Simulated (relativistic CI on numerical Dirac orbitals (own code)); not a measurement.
# Calculated levels, Tm3+

Method of calculation: Dirac-Coulomb-Breit CI, orbitals from a KLI potential per configuration, model QED, valence Slater integrals scaled by 0.85 (own radial code, finite nucleus).

Configuration list (outside the closed core [Xe]): 4f¹².

The lowest level is 4f¹² ³H6, with 99 % of that term; Hund's rules for 4f¹² give ³H with J = 6, in agreement.

```tsv
No.	Configuration	Term	J	E (eV)	%	Landé g	Lifetime (s)
1	4f¹²	³H	6	0.0000	99	1.164	
2	4f¹²	³F	4	0.7042	55	1.118	2.85e+04
3	4f¹²	³H	5	1.0050	100	1.032	7.12e-02
4	4f¹²	³H	4	1.5476	55	0.972	1.81e-01
5	4f¹²	³F	3	1.8477	100	1.082	8.77e-02
6	4f¹²	³F	2	1.9526	80	0.739	5.53e+01
7	4f¹²	¹G	4	2.5391	54	0.956	3.56e-02
8	4f¹²	¹D	2	3.6809	50	1.103	3.19e-02
9	4f¹²	¹I	6	4.3778	99	1.000	6.74e-02
10	4f¹²	³P	0	4.7748	94		4.24e+00
11	4f¹²	³P	1	4.8958	100	1.500	8.98e-02
12	4f¹²	³P	2	5.0192	66	1.321	3.33e-02
13	4f¹²	¹S	0	9.7333	94		4.99e-03
```

Energies count from the lowest computed level; lifetimes are radiative, by E1, M1, E2, M2 decay to levels of this space only.

The mean weight of the leading LS term, summed over parents, in these 13 levels is 81 %, and that of the leading jj configuration (from the same eigenvectors) 79 %.

One configuration and one scale for all Slater integrals: terms of lower spin can come out thousands of cm⁻¹ low, and their order can be wrong. 7 of the 9 excited levels that our extract of the measured tables holds in this range could be paired (the sources list more); they are missed by 477 cm⁻¹ on average and 1950 at most, and levels without a partner can miss by more. Some levels of the ground configuration have no partner and can miss by 10 % or more.

LS names give the leading component of a level, which can be under half, so a name can repeat, a term be missing and a line seem to break the LS rules.
